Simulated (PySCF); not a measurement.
# Working out the ionisation energy of Ge⁺

Ge⁺ [Ar] 3d10 4s2 4p1 (2P) → Ge²⁺ [Ar] 3d10 4s2 (1S). Computed with PySCF 2.14 in def2-TZVP (6s5p4d1f, 48 functions), with the non-relativistic Hamiltonian (point nucleus). Frozen: [Ar] 3d10. Energies in hartree (1 hartree = 27.21139 eV):

```tsv
part	Ge⁺ (lower)	Ge²⁺ (upper)
UHF	-2075.047610	-2074.488155
CCSD correlation	-0.051249	-0.040097
(T)	-0.000800	0.000000
```

**Question.** What does Hartree-Fock give?

**Answer.** (-2074.488155) − (-2075.047610) = 0.559455 hartree = 15.224 eV.

**Question.** What do CCSD and CCSD(T) give?

**Answer.** The CCSD correlation energies differ by 0.011152 hartree = 0.303 eV and the triples by 0.000800 hartree = 0.022 eV, so CCSD gives 15.527 eV and CCSD(T) 15.549 eV.

Measured between the centres of the two terms (NIST): 15.789 eV, so CCSD(T) (valence) is off by -0.240 eV.

The calculation is non-relativistic.

What remains against the reference includes basis incompleteness, the frozen core and higher excitations.
